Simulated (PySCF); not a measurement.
Si(H)(Cl)(Me)(NH2) (CH6ClNSi), SMILES C[SiH](N)Cl.

Geometry: B3LYP-D3(BJ)/def2-SVP. Other conformers were not sampled.

Computed with r2SCAN/def2-TZVP run with PySCF.

Gas-phase values at a fixed geometry.

Computed frontier levels, gap, dipole moment and polarisability:
| Quantity | Result |
|---|---|
| highest occupied level | -6.71 eV |
| lowest empty level | 0.50 eV |
| orbital gap | 7.21 eV |
| dipole moment | 2.01 D |
| quadrupole, principal values (traceless, Buckingham form, about the centre of nuclear charge) | -7.27, 1.27, 6.00 D·Å |
| mean static polarisability | 56.8 bohr³ (8.42 Å³) |
| polarisability, principal values | 50.5, 56.6, 63.4 bohr³ |
